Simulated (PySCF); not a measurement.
NMR data simulated for an unnamed compound:

1H NMR (600 MHz, computed): δ 5.24 (m, 1H), 1.08 (m, 1H), 1.06 (m, 1H), 0.95 (m, 2H), 0.49 (m, 3H).

13C{1H} NMR (computed): δ 81.7 (CH), 15.5 (CH2), -6.6 (CH3).

Method: GFN2-xTB geometry, PBE0/pcSseg-1 with gauge-including orbitals, in PySCF (in vacuum, no relativistic terms, one conformer, one averaged value for each set of equivalent atoms).

Shifts are taken against calculated references (same method and geometry level): TMS for 1H (31.72 ppm) and 13C (186.93 ppm).

Q: Which of these does the molecule contain: an ester, a Si–CH3 group, a three-membered ring, a CF3 group, a CH3CH2 unit?

A: 
- An ester: no.
- A Si–CH3 group: yes (δC -6.6; δH 0.49 (m)).
- A three-membered ring: yes.
- A CF3 group: no.
- A CH3CH2 unit: no.

The data belong to `C[Si@@]1(P)C[C@H]1F`, C₃H₈FPSi; they needn't prove each group on their own.

Carbon signals by region: 1 at 50–100 ppm, 2 below 50 ppm.

Splittings by 19F and 31P in the carbon and heteronuclear signals aren't shown, as no couplings were computed. Shifts are as computed. Against solution values, carbons near 30 ppm lie about +3 ppm off and those near 130 ppm about +5 ppm. Of 1211 compounds with measured shifts, 218 miss one by over three times the rms of a fit or turn the order of signals round; such compounds aren't used in these exercises. No couplings were computed; multiplicities are counted from neighbouring protons, with m where these are inequivalent, close in shift, in a saturated or five-membered ring or joined by F or P, and br s for small geminal =CH2 splittings.
